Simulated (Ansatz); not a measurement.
Reaction (ligand exchange at a Ge–O bond): `[SiH3][O][GeH2][SH]` + PH₃ → `[PH2][GeH2][SH]` + `O[SiH3]`

Computed with Ansatz on PBE0-D4/def2-TZVP structures; ΔE is electronic, products minus reactants. CBS: MP2 limit from def2 TZ/QZ plus the TZ coupled-cluster correction, frozen cores. This one scheme is used for every species. DFT in def2-TZVPP. B3LYP here is the variant with VWN-RPA as its local correlation; programs differ in this. For Ge outer-core shells are correlated without core-valence functions, which leaves a few kJ/mol of doubt a bond. Scalar relativity is left out up to krypton. One conformer a species, not always the lowest.

```tsv
level	ΔE (kcal/mol)
PBE-D4	2.0
B3LYP-D4	5.5
B2PLYP	5.8
CCSD/def2-TZVPP	6.6
CCSD(T)/def2-TZVPP	6.2
MP2/def2-QZVPP	5.2
SCS-MP2/def2-QZVPP	6.8
MP2/CBS(def2)	4.6
```

What does CCSD(T)/CBS give? (An estimate is asked.)

The calculation gave: +5.1 kcal/mol. The listed levels differ from it by -3.1, 0.4, 0.7, 1.5, 1.1, 0.1, 1.7, -0.5 kcal/mol.

Largest T1 diagnostic among the species: 0.013.

In def2-TZVPP, CCSD(T) changes the Hartree–Fock value by −3.2 kcal/mol (the triples alone add −0.4 kcal/mol) and MP2 by −3.6 kcal/mol. From PBE to PBE0 (25 % exact exchange), in def2-TZVPP and without D4, ΔE moves by +0.7 kcal/mol.
